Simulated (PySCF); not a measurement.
PySCF 2.14 output of an unrestricted r2SCAN calculation on a single atom or ion in dyall-av3z, with scalar relativity by spin-free X2C-1e:

```
SCF conv_tol = 1e-09
number electrons alpha = 9  beta = 5
    J. W. Furness, A. D. Kaplan, J. Ning, J. P. Perdew, and J. Sun.,  J. Phys. Chem. Lett. 11, 8208-8215 (2020)
    J. W. Furness, A. D. Kaplan, J. Ning, J. P. Perdew, and J. Sun.,  J. Phys. Chem. Lett. 11, 9248-9248 (2020)
    J. W. Furness, A. D. Kaplan, J. Ning, J. P. Perdew, and J. Sun.,  J. Phys. Chem. Lett. 11, 8208-8215 (2020)
    J. W. Furness, A. D. Kaplan, J. Ning, J. P. Perdew, and J. Sun.,  J. Phys. Chem. Lett. 11, 9248-9248 (2020)
cycle= 1 E= -397.084946478442  delta_E= -0.00683  |g|= 0.0118  |ddm|= 0.16
cycle= 2 E= -397.085092771771  delta_E= -0.000146  |g|= 0.0027  |ddm|= 0.0519
cycle= 3 E= -397.085115933519  delta_E= -2.32e-05  |g|= 0.00115  |ddm|= 0.0211
cycle= 4 E= -397.085119608339  delta_E= -3.67e-06  |g|= 0.000393  |ddm|= 0.00925
cycle= 5 E= -397.085120045772  delta_E= -4.37e-07  |g|= 3.34e-05  |ddm|= 0.00417
cycle= 6 E= -397.085120047667  delta_E= -1.89e-09  |g|= 3.57e-06  |ddm|= 0.000269
cycle= 7 E= -397.085120047673  delta_E= -5.97e-12  |g|= 1.34e-07  |ddm|= 1.11e-05
converged SCF energy = -397.085120047673  <S^2> = 6.0000764  2S+1 = 5.0000306
```

The run itself started from symmetry-adapted Hartree-Fock orbitals and held the occupation by maximum overlap, on a logarithmic radial grid, so the iterations belong to that start.

Problem. Which element, charge and spin multiplicity is this?

Solution. S²⁺ (sulfur, charge +2), multiplicity 5; the state was [Ne] 3s1 3p2 3d1, one real determinant (an excited configuration).

⟨L²⟩ = 7.93 against 12 for a pure F term, so this real determinant mixes terms. The outer electron is Rydberg-like, and this basis confines it to a smaller radius and binds it less than a complete one would.
